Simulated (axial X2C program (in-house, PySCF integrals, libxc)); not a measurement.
# Potential curves of ZrBr⁻, spin-free

Calculated with an axial X2C code built on PySCF integrals. Spin-free means the one-electron spin-free X2C Hamiltonian. Basis: Zr dyall-acv3z [12s13p10d6f3g], Br dyall-acv3z [9s10p7d5f1g] (cores contracted in-house); Gaussian nuclei, density fitting, unrestricted open shells. Masses: Zr 89.905 u, Br 78.918 u.

State: M_S = 1, Λ = 0 (beyond evenly filled blocks: δ+α, δ-α). Energies in cm⁻¹ from the fragments at the same level (Zr + Br-). Fits are polynomials in 1 − R0/R over 0.85 to 1.23 times the lowest point R0.

| R (Å) | PBE0 |
| --- | --- |
| 2.3186 | -13744 |
| 2.4251 | -15861 |
| 2.5051 | -16572 |
| 2.5850 | -16755 |
| 2.6650 | -16563 |
| 2.7583 | -16012 |
| 2.8516 | -15236 |
| 2.9715 | -14053 |
| 3.1180 | -12503 |
| 3.3312 | -10297 |

De is counted from the lowest determinant-based energies of the atoms at the same level, without counterpoise correction. The state is one determinant with fixed occupations, lowest in a PBE0 search at one distance only: followed along the bond, the 2c determinant Ω = 2 reaches 0.07 eV lower at PBE0, at Re = 2.600 Å, so the state shown is not the lowest. The highest occupied level of some functionals is positive through self-interaction error; at Hartree–Fock it is bound. The determinant is spin-polarised beyond a pure state at some levels (its spin-free form has ⟨S²⟩ too high), which makes Re and μ there less reliable.

Question: Fit the PBE0 curve near its minimum: give the equilibrium distance, the harmonic wavenumber and the well depth.

Answer: At PBE0, spin-free: Re = 2.579 Å, ωe ≈ 219 cm⁻¹, De = 2.08 eV to Zr + Br-; Be follows as 0.0603 cm⁻¹.
